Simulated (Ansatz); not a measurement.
Mulliken charges of `[OH][Mo]([OH])(=[S])=[S]` from PBE/def2-TZVPP in Ansatz (PBE0-D4/def2-TZVP geometry).

| atom | x (Å) | y (Å) | z (Å) | charge (e) |
| --- | --- | --- | --- | --- |
| O1 | -1.526 | 0.274 | 0.678 | -0.437 |
| Mo2 | 0.035 | 0.042 | -0.306 | 1.058 |
| O3 | 1.414 | -0.548 | 0.794 | -0.437 |
| S4 | -0.333 | -1.373 | -1.812 | -0.318 |
| S5 | 0.611 | 1.864 | -1.175 | -0.318 |
| H6 | -1.807 | 1.150 | 0.961 | 0.226 |
| H7 | 1.668 | -1.476 | 0.814 | 0.226 |

Question: By hand: the dipole of these point charges (1 e Å = 4.8032 D).

Answer: Σ q r = (-0.034, -0.066, 0.384) e Å, of length 0.391 e Å = 1.88 D.

Question: How does the dipole of the full density compare? (An estimate is asked.)

Answer: The calculation gave: (-0.036, -0.072, 0.417) e Å, 2.04 D; the point charges give 0.92 times that, at 0° from its direction.

Point charges leave out the atoms' own dipoles, such as those of lone pairs, and Mulliken's split depends on the basis, so the close match here is no proof of good charges.
